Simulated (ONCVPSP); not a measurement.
# An all-electron radial function and its pseudo partner (aluminium (Al))

Columns: radius, all-electron u(r) and pseudo u(r) of the 3s shell (level -14.81 eV) of aluminium in the configuration [Ne] 3s2; PBE, scalar-relativistic, ONCV scheme, ONCVPSP 4.0.1.

| r (bohr) | all-electron | pseudo |
| --- | --- | --- |
| 0.108 | 0.1143 | 0.0205 |
| 0.215 | -0.1179 | 0.0421 |
| 0.322 | -0.2770 | 0.0666 |
| 0.430 | -0.3183 | 0.0958 |
| 0.538 | -0.2710 | 0.1309 |
| 0.645 | -0.1737 | 0.1721 |
| 0.752 | -0.0532 | 0.2194 |
| 0.860 | 0.0740 | 0.2720 |
| 0.968 | 0.1963 | 0.3277 |
| 1.075 | 0.3064 | 0.3845 |
| 1.182 | 0.4027 | 0.4413 |
| 1.290 | 0.4850 | 0.4974 |
| 1.398 | 0.5524 | 0.5508 |
| 1.505 | 0.6055 | 0.5989 |
| 1.612 | 0.6463 | 0.6399 |
| 1.720 | 0.6761 | 0.6720 |
| 1.828 | 0.6954 | 0.6937 |
| 1.935 | 0.7054 | 0.7049 |
| 2.042 | 0.7073 | 0.7072 |
| 2.150 | 0.7021 | 0.7021 |
| 2.258 | 0.6910 | 0.6910 |
| 2.365 | 0.6751 | 0.6751 |
| 2.472 | 0.6553 | 0.6553 |
| 2.580 | 0.6322 | 0.6322 |
| 2.688 | 0.6067 | 0.6067 |
| 2.795 | 0.5799 | 0.5799 |

Task: How many radial nodes do the two functions have?

Result: The all-electron 3s function has n − l − 1 = 2; the pseudo-wave has 0, since the states of the same l below it are removed with the core.

Task: At about which radius was the pseudo-wave matched?

Result: 2.15 bohr. The columns agree to 0.0005 from 2.04 bohr on; several derivatives are matched, so the curves merge somewhat inside the radius.

Task: Where does each function peak?

Result: Outermost all-electron maximum near 2.04 bohr, pseudo maximum near 2.04 bohr (to the table’s step).

Task: Is the pseudo-wave norm-conserving?

Result: Yes: the ONCV scheme keeps the norm inside the radius equal to the all-electron one, which fixes the energy derivative of the logarithmic derivative at the level.
